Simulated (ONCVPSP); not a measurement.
**What the settings do to the ONCV potential of nitrogen (N)**

Base potential:

ONCVPSP 4.0.1 input, shortened (lines: element, Z, core and valence counts, functional; n l f; lmax; l rc ep ncon nbas qcut; lloc lpopt rc5 dvloc0; l nproj debl; icmod fcfact rcfact), revPBE, scalar-relativistic:

```
  N 7.00    1    2  -102130      upf
    1    0    2.00
    2    0    1.75
    2    1    3.25
    2
    0    0.75    0.00    3    7   10.40
    1    1.20    0.00    4    9    5.60
    2    1.25    0.23    5    8    6.80
    4    2    0.45    6.00
    0    2    1.80
    1    1    1.90
    2    2    1.10
    3    2.25    1.15
```

All-electron outer shells of the reference configuration (revPBE, scalar-relativistic, ld1.x):

```
shell  level (eV)  outermost node (bohr)  outermost maximum (bohr)
   1s     -385.22                      –                      0.15
   2s      -18.74                   0.32                      1.02
   2p       -7.15                      –                      0.98
```

Cutoffs, loose and tight: the cutoffs (Ha) at which the residual kinetic energy of the hardest occupied pseudo-wave falls to 1 and 0.1 mHa per electron. They do not see the model core or the augmentation charge, which bear on the density cutoff. Test errors are all-electron minus pseudo excitation energies from the reference, over the configurations 2s2 2p3; 2s2 2p2; 2s2 2p1; 2s2 2p0. A dash means not determined; rows that change the core or the reference have their own tests.

| change | outcome | cutoff, loose | cutoff, tight | bound ghosts | GHOST(+) flags above zero | largest test error (meV) |
| --- | --- | --- | --- | --- | --- | --- |
| base | generated | 161 Ha | 192 Ha | none | d | +707 |
| core correction Teter function, fcfact 2.25, rcfact 0.94 | generated | 161 Ha | 192 Ha | none | d | +713 |
| core correction Teter function, fcfact 2.25, rcfact 1.12 | generated | 161 Ha | 192 Ha | none | d | +710 |
| core correction Teter function, fcfact 2.25, rcfact 1.18 | generated | 161 Ha | 192 Ha | none | d | +705 |
| core correction Teter function, fcfact 2.25, rcfact 1.32 | generated | 161 Ha | 192 Ha | none | d | +688 |
| core correction Teter function, fcfact 2.25, rcfact 1.44 | generated | 161 Ha | 192 Ha | none | d | +669 |
| core correction Teter function, fcfact 2.25, rcfact 1.56 | generated | 161 Ha | 192 Ha | none | d | +645 |
| core correction Teter function, fcfact 2.25, rcfact 1.7 | generated | 161 Ha | 192 Ha | none | d | +612 |
| core correction Teter function, fcfact 2.25, rcfact 1.82 | generated | 161 Ha | 192 Ha | none | d | +582 |
| core correction Teter function, fcfact 2.25, rcfact 1.94 | generated | 161 Ha | 192 Ha | none | d | +550 |
| core correction Teter function, fcfact 2.25, rcfact 2.04 | generated | 161 Ha | 192 Ha | none | d | +517 |

Reading the sweep of the rcfact (base included, trends over the rows without a ghost): The loose cutoff stays near 161 Ha. The median size of the test errors (rows with all tests solved) falls from 87.5 meV at 0.94 to 68.2 meV at 2.04.
